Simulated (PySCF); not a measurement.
Computed properties of Te(F)(SH) (FHSTe), SMILES F[Te]S

Te(F)(SH) (FHSTe), SMILES F[Te]S. The structure is a stationary point at B3LYP-D3(BJ)/def2-TZVP. The def2 effective core potentials stand for the cores of Te; spin–orbit coupling is left out. The values are those of a single conformer. All values are computed for the isolated molecule unless a solvent is named; none is compared with measurement here.

**Structure.** All 6 harmonic modes at B3LYP-D3(BJ)/def2-TZVP (PySCF) are real, so it is a minimum. With heavy atoms numbered as in [Te:1]([F:2])[SH:3], the shortest bond between them is Te1–F2 at 1.936 Å and the longest Te1–S3 at 2.358 Å.

**Vibrations.** The strongest infrared lines (harmonic, unscaled, degenerate partners summed) lie at 580 cm⁻¹ (84 km/mol, F 87 %, Te 13 %), 387 cm⁻¹ (16 km/mol, H 93 %), 369 cm⁻¹ (13 km/mol, S 78 %, Te 21 %). The softest mode is at 164 cm⁻¹ and the zero-point energy is 7.0 kcal/mol.

**Electronic structure.** B3LYP/def2-TZVPD (PySCF) places the frontier levels at -6.53 and -2.56 eV, a gap of 3.97 eV, and gives a dipole moment of 2.33 D and a mean polarisability of 63.8 bohr³.

**Excitations.** TDDFT-M06-2X/def2-SVPD (PySCF) has S1 at 2.94 eV (421 nm, f = 0.001, dark); the most intense of the 10 singlets computed lies at 6.88 eV (f = 0.11). T1 (TDA) is at 2.22 eV.
